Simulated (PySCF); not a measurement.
# A survey of $^{19}$F NMR shifts

Non-relativistic, equivalent nuclei averaged, a single conformation, gas phase. GFN2-xTB geometry; shielding tensors at PBE0/pcSseg-1 (GIAO); PySCF.

Shieldings were converted by a linear fit to measured shifts: $^{19}$F: δ = 146.13 − 0.903σ +14.6 on sp3 carbon (rms 6.0 ppm, 223 shifts, 7.0 ppm with the 5 outliers that the fit left out vs CFCl3, solution or neat liquid). A few per cent of atoms miss by over 2 rms, more outside the fitted compound classes.

(1) Give the $^{19}$F shifts of `O=C(F)C(F)(F)C(=O)F`, `C[SiH2][Si@@H](SC)C(F)(F)F`.

(2) Order these by $^{19}$F shift, lowest first.
A. CO[C@@H](C#N)C(F)(F)F
B. [H]/N=C\C(=O)CC(F)(F)F
C. C#C[C@@H]1[C@H]2CC[C@]1(Cl)C[C@H]2F

Results:

(1) 
```tsv
compound	environment	δ (ppm)
[O:1]=[C:2]([F:3])[C:4]([F:5])([F:6])[C:7](=[O:8])[F:9]	F3/9: fluorine bonded to C (×2)	23.1
[O:1]=[C:2]([F:3])[C:4]([F:5])([F:6])[C:7](=[O:8])[F:9]	F5/6: fluorine of a CF2 group (×2)	-112.6
C[SiH2][Si@@H](SC)C(F)(F)F	fluorine of a CF3 group (×3)	-53.9
```

(2) C (-156.8 ppm, fluorine on an sp3 carbon), A (-71.5 ppm, fluorine of a CF3 group), B (-60.2 ppm, fluorine of a CF3 group).
